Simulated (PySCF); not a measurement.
# Polarisability and C₆ of Co⁺ (cobalt, charge +1)

[Ar] 3d8, high-spin 3F determinant. Computed with PySCF 2.14 in aug-cc-pVTZ, with the non-relativistic Hamiltonian (point nucleus). Coupled (time-dependent) response in atomic units; α is the mean over directions.

| method | mean α (bohr³) | C₆ (like pair) | S(−4) |
| --- | --- | --- | --- |
| UHF | 6.218 | 20.54 | 33.21 |
| PBE | 9.458 | 31.62 | 115.3 |
| PBE0 | 8.223 | 27.54 | 74.88 |

S(−4) is the Cauchy moment in α(ω) = α(0) + S(−4) ω² + …

α(iu) at PBE:

```csv
u (hartree),α(iu) (bohr³)
0,9.458
0.0500,9.183
0.100,8.495
0.200,6.842
0.300,5.564
0.500,4.097
0.750,3.143
1.00,2.535
1.50,1.755
2.00,1.285
3.00,0.7788
5.00,0.3808
```

A single London oscillator, α(iu) = α/(1 + u²/ω²), gives C₆ = (3/4) ω α². Matching the computed C₆ needs ω = 4 × 31.62 / (3 × 9.458²) = 0.471 hartree.

For an ion, C₆ is the dispersion term alone; charge-induced terms of lower order in 1/R come first.
